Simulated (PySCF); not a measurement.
Vertical excitations of a molecule C₃H₅FSi from TDA-LC-ωPBE/def2-SVPD run with PySCF, as energy in eV (oscillator strength): 4.69 (0.001), 7.22 (0.001), 7.42 (0.030), 7.52 (0.019), 8.02 (1.555), 8.31 (0.108), 8.53 (0.013), 8.74 (0.031), 8.82 (0.007), 8.86 (0.021). Lowest triplet (TDA): 4.13 eV. The structure is a stationary point at PBE0-D3(BJ)/def2-SVP. Other conformers were not sampled.

Problem. Pick the molecule that these values belong to.
A. FC=C=C[SiH3]
B. F[Si@@H]1C=CC1
C. C#C[Si@H](C)F
D. C#C[SiH2]CF

Solution. A, FC=C=C[SiH3]
